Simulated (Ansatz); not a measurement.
Consider the formal exchange of groups at the Si–Ge bond: `C[SiH](N)[GeH2][NH2]` + `N[SiH3]` → `C[SiH](N)[SiH2]N` + `[NH2][GeH3]`.

Gas-phase electronic energies from Ansatz, PBE0-D4/def2-TZVP geometries. CCSD(T)/CBS adds triple-zeta CCSD(T) − MP2 to the extrapolated MP2 energy (def2 sets, frozen cores). This one scheme is used for every species. DFT in def2-TZVPP. B3LYP here is the variant with VWN-RPA as its local correlation; programs differ in this. For Ge outer-core shells are correlated without core-valence functions, which leaves a few kJ/mol of doubt a bond. Scalar relativity is left out up to krypton. Each species was taken in one conformer, which may not be the lowest.

`C[SiH](N)[GeH2][NH2]`:

Cartesian coordinates in Å:
```
C -0.773 -1.467 -1.587
Si 0.303 -0.948 -0.150
N -0.566 -1.017 1.336
Ge 0.929 1.359 -0.206
N 0.165 2.053 1.345
H -1.659 -0.834 -1.664
H -0.217 -1.404 -2.526
H -1.104 -2.503 -1.467
H 1.533 -1.801 -0.196
H -0.321 -0.340 2.044
H -0.859 -1.892 1.741
H 0.468 2.103 -1.488
H 2.441 1.617 -0.056
H 0.502 2.979 1.577
H -0.845 2.095 1.296
```

`N[SiH3]`:

Cartesian coordinates in Å:
```
N -0.662 -0.820 -0.165
Si 0.347 0.560 0.025
H -1.301 -1.075 0.570
H -0.301 -1.642 -0.623
H -0.507 1.692 0.467
H 1.456 0.427 1.018
H 0.966 0.858 -1.292
```

`C[SiH](N)[SiH2]N`:

Z-matrix (Å, degrees):
```
C
Si 1 1.871
H 1 1.092 2 111.1
H 1 1.093 2 110.5 3 120.3
H 1 1.094 2 110.9 3 -120.4
N 2 1.733 1 108.9 3 59.2
Si 2 2.353 1 113.4 3 -55.3
H 2 1.500 1 106.8 3 -176.6
H 6 1.009 2 117.5 1 -162.7
H 6 1.009 2 119.8 1 58.5
N 7 1.732 2 105.0 1 111.1
H 7 1.500 2 110.3 1 -13.7
H 7 1.490 2 113.3 1 -131.7
H 11 1.009 7 117.5 2 -43.2
H 11 1.008 7 120.1 2 177.2
```

`[NH2][GeH3]`:

```xyz
7

N    -0.615    0.114   -0.979
Ge    0.270    0.073    0.637
H    -0.009    0.286   -1.770
H    -1.149   -0.723   -1.170
H    -0.794   -0.145    1.722
H     1.338   -1.041    0.756
H     0.958    1.436    0.804
```

| level | ΔE (kcal/mol) | difference from CCSD(T)/CBS |
| --- | --- | --- |
| PBE-D4 | 4.3 | -1.2 |
| r2SCAN-D4 | 4.8 | -0.7 |
| B3LYP-D4 | 5.3 | -0.2 |
| ωB97M-V | 5.6 | 0.1 |
| B2PLYP | 5.5 | 0.0 |
| r2SCAN | 4.9 | -0.6 |
| PBE0 | 4.4 | -1.1 |
| B3LYP | 5.3 | -0.2 |
| HF/def2-TZVPP | 4.9 | -0.6 |
| MP2/def2-TZVPP | 6.2 | 0.7 |
| CCSD/def2-TZVPP | 5.4 | -0.1 |
| MP2/def2-QZVPP | 6.2 | 0.7 |
| SCS-MP2/def2-QZVPP | 5.8 | 0.3 |
| HF/CBS(def2) | 4.7 | -0.8 |
| MP2/CBS(def2) | 6.3 | 0.8 |
| CCSD/CBS(def2) | 5.5 | 0.0 |
| CCSD(T)/CBS | 5.5 | 0 |

Largest T1 diagnostic among the species: 0.011.
